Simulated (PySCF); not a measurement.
Bond curve of TlTe

Set-up: PySCF, scalar-relativistic core potentials, basis sets Tl cc-pVDZ-PP with ECP60, Te cc-pVDZ-PP with ECP28. Energies in eV from Tl + Te in their ground configurations at the same level. State: ²Π (doublet), unpaired electrons π ↑.

All columns are UHF. A positive dipole means Tl(−)Te(+).

| R (Å) | E (eV) | μ (D) | Mulliken charge on Tl (basis-dependent) | HOMO (eV) | LUMO (eV) | Mayer bond order | ⟨S²⟩ |
| --- | --- | --- | --- | --- | --- | --- | --- |
| 2.522 | -0.570 | -1.33 | 0.27 | -7.50 | -0.93 | 1.12 | 0.76 |
| 2.640 | -1.031 | -2.15 | 0.32 | -7.56 | -0.73 | 1.06 | 0.76 |
| 2.757 | -1.292 | -2.98 | 0.36 | -7.57 | -0.56 | 1.01 | 0.76 |
| 2.845 | -1.395 | -3.59 | 0.39 | -7.54 | -0.45 | 0.97 | 0.76 |
| 2.933 | -1.438 | -4.19 | 0.41 | -7.49 | -0.36 | 0.94 | 0.76 |
| 3.021 | -1.437 | -4.78 | 0.43 | -7.36 | -0.29 | 0.91 | 0.76 |
| 3.138 | -1.385 | -5.54 | 0.46 | -7.17 | -0.23 | 0.87 | 0.76 |
| 3.285 | -1.265 | -6.45 | 0.48 | -6.96 | -0.20 | 0.83 | 0.77 |
| 3.461 | -1.074 | -7.43 | 0.50 | -6.74 | -0.23 | 0.79 | 0.78 |
| 3.696 | -0.791 | -8.19 | 0.49 | -6.34 | -0.29 | 0.73 | 0.86 |

A fit through these points gives, at Re = 2.974 Å, μ = -4.46 D and dμ/dR = -6.70 D/Å; the reduced mass is 79.51 u.

Problem. How strong is the fundamental in the double-harmonic approximation, I = 42.26·(dμ/dR)²/μred km/mol?

Solution. I = 42.26·(-6.70)²/79.51 = 23.9 km/mol at UHF.

These are scalar-relativistic numbers at best; spin–orbit coupling would shift them, the dissociation energy most. Hartree–Fock leaves out correlation, which carries a large part of most bond energies and some tenths to 1 eV of ionisation energies. The state was picked by a PBE0 search and need not be the measured ground state.
